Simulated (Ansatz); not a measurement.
# A ladder of methods for CsI (SMILES [I][Cs])

The species is CsI (2 atoms), meant as a singlet with charge 0. SMILES: `[I][Cs]`. Geometry: the measured bond length. The run starts from this shape.

```xyz
2

I     0.0000    0.0000    0.0000
Cs    0.0000    0.0000    3.3152
```

Each level gives the adiabatic ionisation energy (to the doublet cation, no zero-point term) (eV). The values are calculated.

| level | kind | program | value (eV) | CPU time (all runs) |
| --- | --- | --- | --- | --- |
| SVWN5/def2-TZVP (core potential) | LDA | Ansatz | 7.71 | 32 s |
| PBE-D3(BJ)/def2-TZVP (core potential) | GGA | Ansatz | 7.31 | 56 s |
| r2SCAN/def2-TZVP (core potential) | meta-GGA | Ansatz | 7.29 | 2.8 min |
| B3LYP-D4/def2-TZVP (core potential) | global hybrid | Ansatz | 7.27 | 100 s |
| wB97X-V/def2-TZVP (core potential) | range-separated hybrid | Ansatz | 7.23 | 5.9 min |

Spin-orbit coupling, which can split open shells on such heavy atoms by tenths of an eV, is left out. The values span 7.23 to 7.71 eV. CPU times are rough (shared hosts, several kinds of processor): they show what a rung costs within a factor of a few.
